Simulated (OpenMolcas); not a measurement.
Pt+.

- Program: OpenMolcas
- Basis: ANO-RCC-VTZP [8s7p5d3f1g]
- Scalar Hamiltonian: DKH2, point nucleus
- Active space: 9 electrons in 9 orbitals (RAS2 5d 6s; RAS3 6p, at most 2 electrons)
- State averaging: 2S+1 = 2 even, 65 roots; 2S+1 = 4 even, 20 roots kept (CI in the orbitals of an earlier block); 2S+1 = 2 odd, 16 roots; 2S+1 = 6 odd, 7 roots kept (CI in the orbitals of an earlier block, 0 in the spin-orbit step); 2S+1 = 4 odd, 21 roots kept (CI in the orbitals of an earlier block)
- Spin-orbit coupling: RASSI with atomic mean-field integrals over the reference wave functions, term energies averaged over their components

Two sets of levels on these reference wave functions, in cm-1 above 5d8 6s 4F 9/2: one from RASSCF and one from MS-RASPT2, IPEA 0.25 Eh, imaginary shift 0.1 Eh (closed shells correlated: 5s 5p).

```json
{"Level": "5d8 6s 4F 9/2", "Set 1": "0.0", "Set 2": "0.0"}
{"Level": "5d8 6s 4F 7/2 [67 %]", "Set 1": "4440", "Set 2": "4760"}
{"Level": "5d9 2D 5/2", "Set 1": "-5370", "Set 2": "5670"}
{"Level": "5d8 6s 2F 7/2 [64 %]", "Set 1": "13630", "Set 2": "14380"}
{"Level": "5d7 6s2 4F 9/2", "Set 1": "19410", "Set 2": "18570"}
{"Level": "5d8 6s 4P 1/2", "Set 1": "17410", "Set 2": "21210"}
{"Level": "5d8 6s 2F 5/2 [53 %]", "Set 1": "19350", "Set 2": "21310"}
{"Level": "5d8 6s 2P 1/2", "Set 1": "22490", "Set 2": "25980"}
{"Level": "5d7 6s2 4F 7/2 [56 %]", "Set 1": "28540", "Set 2": "26910"}
{"Level": "5d8 6s 2G 9/2", "Set 1": "24840", "Set 2": "27610"}
{"Level": "5d8 6s 2G 7/2 [54 %]", "Set 1": "24750", "Set 2": "28380"}
{"Level": "5d7 6s2 4F 3/2 [54 %]", "Set 1": "32370", "Set 2": "32630"}
{"Level": "5d7 6s2 4P 5/2", "Set 1": "36390", "Set 2": "38190"}
{"Level": "5d7 6s2 2G 9/2 [59 %]", "Set 1": "38440", "Set 2": "38990"}
{"Level": "5d7 6s2 4P 3/2 [55 %]", "Set 1": "36550", "Set 2": "39010"}
```

Task: Which set is which?

Result: Set 1 is MS-RASPT2. Its levels of the other terms of 5d8 6s lie at 0.82 to 0.95 of the other set's values, as expected, since terms of lower spin or lower L gain more correlation energy than the Hund ground term.

CASPT2 breaks the degeneracy within a term, and the mean is taken; among the terms shown or strongly mixed into the levels shown the widest spread is 1200 cm-1 (5d8 6s 2F, MS-RASPT2). Some high roots are left out of the spin-orbit mixing, which shifts the levels that they would mix with. Terms from blocks run as CI alone lack orbitals of their own. Configurations are named by rounded mean occupations; where the s occupation lies near a half they are strongly mixed, a name can repeat and a true partner stay unpaired. A single d shell beside an s shell can misplace configurations of different d count against each other. Without dynamic correlation excited terms often stand tens of per cent too high (terms of higher spin than the ground term too low), and those without a measured partner can miss by more than the paired ones (holds for RASSCF). The lowest computed level is not the ground level that NIST lists (2D5/2) (holds for RASSCF). The CASPT2 spread within a term exceeds the gap to the next term for 5d8 6s 2F and 5d8 6s 4P, so the order of their levels is uncertain, and so are names and mixing where such terms share a J (holds for MS-RASPT2). Levels of configurations outside the active space are missing. The table leaves out levels that lie high or whose names do not pair safely across all columns.

A share in square brackets marks a mixed level and gives the weight of the term that names it, the lowest over the columns.
